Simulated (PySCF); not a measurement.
A side-by-side comparison of computed properties.

First species: C6H9N.
Geometry (GFN2-xTB, Å), atoms numbered from 1 in this order:
```
atom  x, y, z in Å
C1    -1.1994   -0.9725    1.3181
C2    -0.6541   -0.3288    0.2997
C3    -1.4475    0.5093   -0.6536
C4     0.8392   -0.4062    0.0439
C5     1.5331    0.9512    0.2359
C6     1.0775   -0.8847   -1.2994
N7     1.2592   -1.2500   -2.3674
H8    -2.2561   -0.9215    1.5170
H9    -0.6184   -1.5750    1.9964
H10   -2.5120    0.4055   -0.4612
H11   -1.1818    1.5614   -0.5524
H12   -1.2429    0.2099   -1.6812
H13    1.2817   -1.1333    0.7361
H14    1.1885    1.6697   -0.5038
H15    1.3153    1.3348    1.2304
H16    2.6101    0.8392    0.1300
```

Second species: C6H9N.
Geometry (GFN2-xTB, Å), atoms numbered from 1 in this order:
```
atom  x, y, z in Å
C1     3.4684    0.1918   -0.5805
C2     2.3832   -0.2646   -0.0431
C3     1.2884   -0.7043    0.4958
C4    -0.0349   -0.0046    0.3973
C5    -1.0643   -0.8456   -0.3175
N6    -2.2637   -0.5644   -0.5547
C7    -2.8497    0.6820   -0.1561
H8     3.7548   -0.0655   -1.5882
H9     4.1414    0.8403   -0.0416
H10    1.2898   -1.6390    1.0429
H11    0.0789    0.9467   -0.1313
H12   -0.4096    0.2193    1.4037
H13   -0.7275   -1.8132   -0.6759
H14   -2.4376    1.0964    0.7702
H15   -3.9208    0.5199   -0.0374
H16   -2.7043    1.4140   -0.9536
```

Levels: PBE0/pcSseg-1 for dipole moment, HOMO energy, LUMO energy and HOMO–LUMO gap; GFN2-xTB for rotational constant A and rotational constant C. Geometries: GFN2-xTB. All species are isolated and taken at one optimised geometry, non-relativistic unless stated; the electronic structure was computed with PySCF and density fitting.

The conformers computed, where there is a choice (atom-mapped SMILES and torsion angles):
- `[CH2:1]=[C:2]([CH3:3])[C@H:4]([CH3:5])[C:6]#[N:7]`: C1–C2–C4–C5 -114°
- `[CH2:1]=[C:2]=[CH:3][CH2:4]/[CH:5]=[N:6]\[CH3:7]`: C2–C3–C4–C5 118°, C3–C4–C5–N6 179°

```
             property   column X   column Y
        dipole moment     3.83 D     1.90 D
          HOMO energy   -7.79 eV   -6.73 eV
          LUMO energy   -0.13 eV   -0.04 eV
        HOMO–LUMO gap    7.66 eV    6.69 eV
rotational constant A  3.587 GHz  9.250 GHz
rotational constant C  1.792 GHz  0.988 GHz
```

Which column belongs to which species?

Column X is the first species and column Y the second. The first has 16 atoms and 52 electrons, the second 16 and 52.

How does each property change from the first species to the second?

dipole moment -1.93 D; HOMO energy +1.06 eV; LUMO energy +0.09 eV; HOMO–LUMO gap -0.97 eV; rotational constant A +5.663 GHz; rotational constant C -0.804 GHz.

On the first: In atomic units the dipole is 1.51 e·bohr (1 au = 2.5417 D).

On the second: A dipole of 1.90 D is allowed in C1, and pure rotational transitions are dipole-allowed. The dipole equals about 6.3 × 10⁻³⁰ C·m (1 D = 3.33564 × 10⁻³⁰ C·m).
